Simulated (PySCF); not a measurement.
O2S2, SMILES O=S(=O)=S. The structure is a stationary point at PBE-D3(BJ)/def2-SVP.

Task: Give the equilibrium geometry at PBE-D3(BJ)/def2-SVP (PySCF confirms it by a frequency run) as Cartesian coordinates in Å, and its point group. (An estimate is asked for; the answer gives what the named calculation found.)

Result: point group C2v.
```xyz
4

S      0.0000     0.0000    -0.3916
S      0.0000     0.0000     1.5256
O      0.0000     1.2771    -1.1339
O      0.0000    -1.2771    -1.1339
```
Charge 0, spin multiplicity 1.
